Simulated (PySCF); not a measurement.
Compound: C6H6OS.
Atom-mapped SMILES: `[CH3:1][C:2](=[O:3])[c:4]1[cH:5][cH:6][cH:7][s:8]1` (hydrogens: H9, H10, H11 on C1; H12 on C5; H13 on C6; H14 on C7)

Method used: PySCF 2.14.0, PBE0-D3(BJ)/def2-SVP geometry optimisation, gas phase.

Give the optimised bond lengths and angles.

| bond | length (Å) |
| --- | --- |
| C1–C2 | 1.508 |
| C2=O3 | 1.212 |
| C2–C4 | 1.479 |
| C4–C5 | 1.379 |
| C5–C6 | 1.415 |
| C6–C7 | 1.375 |
| C7–S8 | 1.710 |
| C4–S8 | 1.731 |
| C1–H9, C1–H10, C1–H11 | 1.100 |
| C5–H12 | 1.091 |
| C6–H13 | 1.091 |
| C7–H14 | 1.090 |

Bonds in one row agree within 0.01 Å and their mean is given. A selection of angles:
| angle | degrees |
| --- | --- |
| C2–C1–H9 | 110.5 |
| C2–C1–H11 | 110.6 |
| H9–C1–H10 | 109.6 |
| H9–C1–H11 | 107.3 |
| C1–C2–O3 | 122.2 |
| C1–C2–C4 | 117.8 |
| O3–C2–C4 | 120.1 |
| C2–C4–C5 | 125.3 |
| C2–C4–S8 | 123.8 |
| C5–C4–S8 | 110.9 |
| C4–C5–C6 | 112.9 |
| C4–C5–H12 | 121.2 |
| C6–C5–H12 | 125.9 |
| C5–C6–C7 | 112.3 |
| C5–C6–H13 | 124.4 |
| C7–C6–H13 | 123.2 |
| C6–C7–S8 | 112.0 |
| C6–C7–H14 | 127.9 |
| S8–C7–H14 | 120.0 |
| C4–S8–C7 | 91.9 |

Dihedral angles: C1–C2–C4–C5 180° (antiperiplanar).

The C–C distances run from 1.375 Å (C6–C7, aromatic) to 1.508 Å (C1–C2, drawn single), a spread of 0.133 Å. The 8 heavy atoms lie in one plane (0.001 Å rms). Of the pairs four or more bonds apart, O3···H12 is among the closest relative to their van der Waals radii: 2.67 Å, 98 % of the sum of Bondi's values. The 5-membered ring C4–C5–C6–C7–S8 has internal angles of 91.9° to 112.9°; it is planar, 0.00 Å rms from its mean plane, widest ring torsion 0°. The C–S distances run from 1.710 Å (C7–S8, aromatic) to 1.731 Å (C4–S8, aromatic), a spread of 0.021 Å.

Point group: Cs (every atom within 0.08 Å of its image). No frequency check. The numbers are those of one conformer.

The run took 63 s wall on one thread of an Arm Neoverse V1, on a shared host. This is the geometry optimisation.
